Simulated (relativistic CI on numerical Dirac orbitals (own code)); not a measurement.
Cd3+: 4s photoemission

Computed with this model: Dirac-Coulomb-Breit CI, orbitals from a KLI potential per configuration, QED by a radiative potential, valence Slater integrals scaled by 0.7, multiplet model of photoemission in the sudden approximation; configurations [Kr] 4d9 → [Ar] 3d10 4s 4p6 4d9; 80 K; Lorentzian 1.4 eV and Gaussian 0.6 eV FWHM. Energies are those of the free ion, without screening or charge transfer. The energies are binding energies and can lie tens of eV above those of solids. Without intra-shell correlation the exchange splitting of an s hole comes out too large, often by half or more. S is read from ⟨S²⟩ = S(S + 1).

Computed curve for free ion, scaled to 100 at the maximum (points under 2 are left out and the grid is thinned):

```
Energy (eV)  Intensity
      154.6        2.0
      154.8        2.2
      155.0        2.3
      155.2        2.5
      155.4        2.7
      155.6        3.0
      155.8        3.3
      156.0        3.6
      156.4        4.3
      156.6        4.8
      156.8        5.4
      157.0        6.1
      157.2        6.9
      157.4        7.9
      157.6        9.1
      157.8       10.7
      158.0       12.6
      158.2       15.1
      158.4       18.5
      158.6       22.9
      158.8       29.0
      159.0       37.4
      159.2       48.5
      159.6       78.1
      159.8       91.9
      160.0      100.0
      160.2       99.6
      160.4       91.2
      160.6       77.9
      160.8       63.3
      161.0       50.1
      161.2       39.5
      161.4       31.7
      161.6       26.2
      161.8       22.5
      162.0       20.2
      162.2       19.2
      162.6       20.5
      162.8       22.8
      163.0       25.9
      163.2       29.0
      163.4       30.6
      163.6       30.0
      163.8       26.9
      164.0       22.6
      164.2       18.2
      164.4       14.4
      164.6       11.5
      164.8        9.3
      165.0        7.7
      165.2        6.5
      165.4        5.5
      165.8        4.2
      166.0        3.7
      166.2        3.3
      166.4        3.0
      166.6        2.7
      166.8        2.5
      167.0        2.3
      167.2        2.1
```

The ground state has S = 0.50, and the centroid lies at 160.78 eV.
